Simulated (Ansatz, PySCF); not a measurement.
Pb(OMe)(NH2) (CH₅NOPb), SMILES C[O][Pb][NH2] (connectivity only; charge and spin as stated), neutral, multiplicity 1. Atoms are numbered in the order given.

```xyz
9

Pb     0.1564     0.4673     0.0000
O      0.8242    -1.5513     0.0000
C     -0.0334    -2.6477     0.0000
H     -0.6984    -2.6890     0.8915
H      0.5568    -3.5850     0.0000
H     -0.6984    -2.6890    -0.8915
N     -1.9174    -0.0842     0.0000
H     -2.2653    -1.0409     0.0000
H     -2.6944     0.5730     0.0000
```
Charge 0, spin multiplicity 1.

The structure is a stationary point at r2SCAN-D4/def2-SVP. The structure was generated by enumeration; whether it is a known compound was not checked. The def2 effective core potentials stand for the cores of Pb; spin–orbit coupling is left out. The values are those of a single conformer.

Vertical ionisation energy (IE) and electron affinity (EA) in eV. Rows of orbital energies are one-electron estimates. Where ΔSCF, EOM or ADC give a negative EA the extra electron is unbound and the value depends on the basis.

```
level                                                                       IE     EA
------------------------------------------------------------------------  ----  -----
−ε(HOMO), −ε(LUMO), M06-2X/def2-TZVP (PySCF)                              8.14   1.04
−ε(HOMO), −ε(LUMO), PBE/def2-TZVP (PySCF)                                 5.43   2.35
ΔSCF, CAM-B3LYP/def2-SVPD (Ansatz), final states of multiplicity 2 and 2  8.92   0.15
ΔSCF, PBE/def2-SVPD (Ansatz), final states of multiplicity 2 and 2        8.42  -0.05
```

Q: What vertical singlet–triplet gap does ΔSCF give with CAM-B3LYP/def2-SVPD (Ansatz, a program for electronic structure) and with PBE/def2-SVPD (Ansatz)? (The exact figures need the calculation; the answer reports its results.)

A: 3.57 and 3.29 eV (triplet above singlet where positive).
